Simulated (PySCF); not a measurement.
Spinor energies of Ir⁴²⁺ (iridium, charge +42)

Start: [Ar] 3d10 4s2 4p5; 4p1/2 filled at m_j = -1/2, +1/2; 4p3/2 filled at m_j = -1/2, +1/2, +3/2. Calculated with PySCF 2.14 in an uncontracted even-tempered set (16 s from 5.3 bohr⁻², ratio 2.8; 14 p from 6.9 bohr⁻², ratio 2.8; 8 d from 12 bohr⁻², ratio 2.8; 4 f from 32 bohr⁻², ratio 3): generalised Hartree-Fock with the X2C-1e Hamiltonian and a Gaussian nucleus; one run each with spin-orbit coupling (SO) switched off, then screened by Boettger's factors.

| spinor shell | electrons | ε, spin-free (eV) | ε, screened SO (eV) | weight of nominal j (screened SO) | rms radius, screened SO (bohr) |
| --- | --- | --- | --- | --- | --- |
| 1s1/2 | 2 | -78544.1 | -78515.6 | 1.000 | 0.0197 |
| 2s1/2 | 2 | -15537.8 | -15528.0 | 1.000 | 0.0795 |
| 2p1/2 | 2 | -13771.2 | -14940.7 | 1.000 | 0.0674 |
| 2p3/2 | 4 | -13771.2 | -13304.0 | 1.000 | 0.0751 |
| 3s1/2 | 2 | -5155.1 | -5151.1 | 1.000 | 0.201 |
| 3p1/2 | 2 | -4625.7 | -4893.5 | 1.000 | 0.192 |
| 3p3/2 | 4 | -4625.7 | -4515.1 | 1.000 | 0.207 |
| 3d3/2 | 4 | -4051.8 | -4098.1 | 1.000 | 0.181 |
| 3d5/2 | 6 | -4051.8 | -4016.7 | 1.000 | 0.185 |
| 4s1/2 | 2 | -2363.4 | -2362.0 | 1.000 | 0.423 |
| 4p1/2 | 2 | -2170.0 | -2253.1 | 1.000 | 0.416 |
| 4p3/2 | 3 | -2170.0 | -2135.4 | 1.000 | 0.439 |

```json
{"quantity": "E (hartree)", "spin-free": "-16666.56550", "screened SO": "-16692.82173"}
{"quantity": "M_J", "spin-free": "3/2", "screened SO": "3/2"}
{"quantity": "⟨J²⟩", "spin-free": "3.751", "screened SO": "3.751"}
{"quantity": "⟨L²⟩", "spin-free": "2.001", "screened SO": "2.084"}
{"quantity": "⟨S²⟩", "spin-free": "0.750", "screened SO": "0.834"}
```

Each row is a mean over spinors that exchange with the open shell spreads, by up to 13.173 eV (4s1/2).

Breit and QED terms are absent; they matter most for the inner s and p1/2 levels.

Densities and radii are taken from the X2C orbitals without a picture-change correction, which distorts them close to the nucleus.

Without spin-orbit coupling the j labels of p, d and f shells carry no meaning; the spin-free column gives the mean over the occupied spinors of each nl shell.
